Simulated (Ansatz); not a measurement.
The cluster Be2S2⁺. The state is a doublet with charge 1. Geometry PBE0-D4/def2-TZVP; atoms count from 1.

Cartesian coordinates in Å:
```
Be -0.964 0.637 -0.840
Be 0.937 0.108 -1.073
S 0.972 -0.642 0.838
S -0.944 -0.104 1.075
```

Another isomer (doublet) lies 2.73 eV lower at PBE0-D4/def2-TZVP; other spin states weren't run for this one.

(1) Estimate the Mulliken populations from the PBE0/def2-TZVP orbitals of Ansatz.

(2) Where does the spin sit?

(3) And the Mayer bond orders between heavy atoms (over 0.3)?

Answers

(1) 
```csv
atom,charge (e),spin (α − β)
Be1,0.32,0.00
Be2,0.32,0.00
S3,0.18,0.50
S4,0.18,0.50
```
Mulliken values depend strongly on the basis.

(2) Summed by element: Be 0.00, S 1.00, of 1 unpaired in all. Largest on single atoms: S4 0.50, S3 0.50, Be2 0.00.

(3) Be1–Be2 1.05 (1.99 Å); Be1–S4 0.88 (2.05 Å); Be2–S3 0.88 (2.05 Å); S3–S4 1.51 (2.01 Å).
